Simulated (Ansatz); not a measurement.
Input for Ansatz (a first-principles code): U-PBE/cc-pV(T+d)Z on AlF2H (SMILES [F][AlH][F]), a point of a bond scan (R = 4.971 Å). Files ending in .json are basis or fitting sets from the Basis Set Exchange.

Ansatz 0.2 input:
```yaml
crystal:
  periodic: [false, false, false]
  atoms:
    - {symbol: Al, position_ang: [-0.29735585, -0.20000769, -0.23453486]}
    - {symbol: H, position_ang: [-3.74874737, -2.52148494, -2.95676692]}
    - {symbol: F, position_ang: [-0.21997505, 1.44163617, -0.18460638]}
    - {symbol: F, position_ang: [0.80236859, -1.04990625, 0.64396034]}
basis:
  gaussian:
    orbitals: cc-pV_T+d_Z.json
hamiltonian:
  xc: {name: PBE}
magnetization: {spin_polarized: true, initial_magnetization: 0}
```

It printed:

```
WARN ansatz: RAYON_NUM_THREADS=1 ignored (pool sized by the plan → 1); use --threads N
Functional definition: PBE
integrals: 0.03 GiB planned
638 factors; their error is unknown
mean field: 0.29 GiB planned
mean field evaluation 1: about -12027.8364 eV, gradient 4.3e1 eV
mean field evaluation 2: about -11992.2149 eV, gradient 1.1e2 eV
mean field evaluation 4: about -12031.3722 eV, gradient 2.3e1 eV
mean field evaluation 8: about -12030.6413 eV, gradient 1.2e1 eV
mean field evaluation 16: about -12039.4005 eV, gradient 2.0e-4 eV
mean field evaluation 32: about -12040.7117 eV, gradient 1.7e-3 eV
mean field evaluation 64: about -12040.7117 eV, gradient 2.1e-5 eV
mean field -12040.71167255 eV, -442.4879924786 hartree, gradient 1.3e-5 eV, S^2 0.999227; 3 other end points of the search recorded, 0 dependent functions left out
reference -12040.71172292 eV, -442.4879943298 hartree; 16, 16 occupied and 97, 97 virtual orbitals, 638 factors
Total energy: -12040.71172292 eV, -442.4879943298 hartree
```

The run converged. Its determinant has ⟨S²⟩ = 1.00, a mixture of spin states.

Cost: very roughly 8 core-seconds.
